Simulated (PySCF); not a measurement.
SCF from a fresh guess for quartet RuSBr, at the PBE0 minimum. PySCF input:

```python
from pyscf import gto, scf, dft
mol = gto.M(atom='''
Ru     0.000000    -0.767290     0.000000
S      2.021180    -1.064080    -0.000000
Br    -0.818840     1.421860     0.000000''',
    basis={'Ru': 'def2-TZVP', 'S': 'def2-TZVP', 'Br': 'def2-TZVP'},
    ecp={'Ru': 'def2-TZVP'},
    charge=0, spin=3)
mf = dft.UKS(mol, xc='PBE0')
mf.grids.atom_grid = (50, 194)
aux = {'Ru': 'def2-universal-JKFIT', 'S': 'def2-universal-JKFIT', 'Br': 'def2-universal-JKFIT'}
mf = mf.density_fit(auxbasis=aux)
mf.conv_tol = 1e-08
mf.diis_space = 10
mf.max_cycle = 60
mf.init_guess = 'minao'
mf.verbose = 4
mf.kernel()
```

Excerpt of the output (cycles alone):

```
init E= -3058.04874017643
cycle= 1 E= -3065.36133289374  delta_E= -7.31  |g|=  1.8  |ddm|= 3.06
cycle= 2 E= -3054.67549168139  delta_E= 10.7  |g|= 3.47  |ddm|= 7.96
cycle= 3 E= -3065.79767969363  delta_E= -11.1  |g|=  1.4  |ddm|= 7.93
cycle= 4 E= -3066.364846465  delta_E= -0.567  |g|= 0.852  |ddm|= 1.11
cycle= 5 E= -3066.69723927936  delta_E= -0.332  |g|= 0.454  |ddm|= 1.19
cycle= 6 E= -3066.82645929071  delta_E= -0.129  |g|= 0.142  |ddm|= 0.495
cycle= 7 E= -3066.83372248428  delta_E= -0.00726  |g|= 0.0778  |ddm|= 0.106
cycle= 8 E= -3066.83593992998  delta_E= -0.00222  |g|= 0.0514  |ddm|= 0.0491
cycle= 9 E= -3066.83720988605  delta_E= -0.00127  |g|= 0.0225  |ddm|= 0.0504
cycle= 10 E= -3066.8374727505  delta_E= -0.000263  |g|= 0.00323  |ddm|= 0.0213
cycle= 11 E= -3066.83748856725  delta_E= -1.58e-05  |g|= 0.00135  |ddm|= 0.00582
cycle= 12 E= -3066.83749598678  delta_E= -7.42e-06  |g|= 0.00086  |ddm|= 0.00445
cycle= 13 E= -3066.8375008088  delta_E= -4.82e-06  |g|= 0.000577  |ddm|= 0.0047
cycle= 14 E= -3066.83750286245  delta_E= -2.05e-06  |g|= 0.000275  |ddm|= 0.00386
cycle= 15 E= -3066.83750332696  delta_E= -4.65e-07  |g|= 0.000169  |ddm|= 0.00154
cycle= 16 E= -3066.83750365585  delta_E= -3.29e-07  |g|= 0.000152  |ddm|= 0.00172
cycle= 17 E= -3066.83750379652  delta_E= -1.41e-07  |g|= 6.43e-05  |ddm|= 0.00126
cycle= 18 E= -3066.83750382917  delta_E= -3.27e-08  |g|= 3.4e-05  |ddm|= 0.000599
cycle= 19 E= -3066.83750383837  delta_E= -9.2e-09  |g|= 2.42e-05  |ddm|= 0.000282
Extra cycle  E= -3066.83750384043  delta_E= -2.07e-09  |g|= 3.02e-05  |ddm|= 8.96e-05
converged SCF energy = -3066.83750384043  <S^2> = 3.7804682  2S+1 = 4.0152052
```

This is not the lowest solution: another start and a stability analysis within the same unrestricted form found one 3.3 kJ/mol lower, at -3066.83875 Eh.

With open d or f shells other occupations or spin states may lie lower.

The search for the lowest solution, 3 starts and the stability check together, took 30 s on 4 threads of a shared Arm Neoverse N1 host, with 125 basis functions; the process peaked at 0.47 GiB. Launch command: `OMP_NUM_THREADS=4 python axn.py task.json out`.
